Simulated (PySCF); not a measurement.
Structure from NMR data

The spectra below were simulated for a compound C₇H₁₀O.

¹H NMR (400 MHz, computed): δ 6.32 (d, 1H), 6.12 (m, 1H), 5.35 (m, 1H), 5.27 (m, 1H), 4.86 (m, 1H), 4.77 (m, 1H), 3.74 (m, 1H), 1.27 (d, 3H).

¹³C{¹H} NMR (computed): δ 153.7 (CH), 149.4 (CH), 121.5 (CH2), 107.5 (CH), 82.5 (CH), 56.6 (CH), 20.4 (CH3).

Computed data (PySCF 2.14.0 with density-fitted response routines): geometry: GFN2-xTB, shielding tensors at PBE0/pcSseg-1 (GIAO). Equivalent nuclei averaged, a single conformation, no solvent model, non-relativistic.

References, each an isolated molecule treated in the same way: TMS for ¹H (31.72 ppm), ¹³C (186.93 ppm).

What is the structure?

Results:


1. The formula gives 3 degrees of unsaturation (1 ring in the answer).
2. 7 carbon signals for 7 carbons: no two carbons are equivalent.
3. Carbon types of the structure: 5 × CH, 1 × CH2, 1 × CH3, which accounts for all hydrogens.
4. δC 153.7: alkene carbon bearing oxygen; an sp2 carbon further deshielded by the attached heteroatom.
5. δC 149.4: alkene CH; an sp2 carbon of a C=C bond.
6. δC 121.5: terminal =CH2 carbon; the olefinic region.
7. δC 107.5: β carbon of an enol-ether or enamine type C=C; the O or N lone pair pushes π density onto this β carbon and shields it.
8. δC 82.5: sp3 CH bonded to O; deshielded by the electronegative neighbour.
9. δC 20.4: methyl carbon; aliphatic region, no heteroatom directly attached.
10. δH 6.32: hydrogen on an alkene carbon bearing oxygen; a vinylic proton, deshielded by the sp2 carbon and the C=C anisotropy.

The compound is SMILES C1=CO[C@H](C)[C@@H]1C=C.

This is the structure that produced the data.

Shifts are as computed. Against solution values, carbons near 30 ppm lie about +3 ppm off and those near 130 ppm about +5 ppm. Of 1211 compounds with measured shifts, 218 miss one by over three times the rms of a fit or turn the order of signals round; such compounds aren't used in these exercises. Multiplicities follow the n + 1 count of equivalent neighbours, as no J values were calculated; m marks all less simple cases, F and P coupling included.
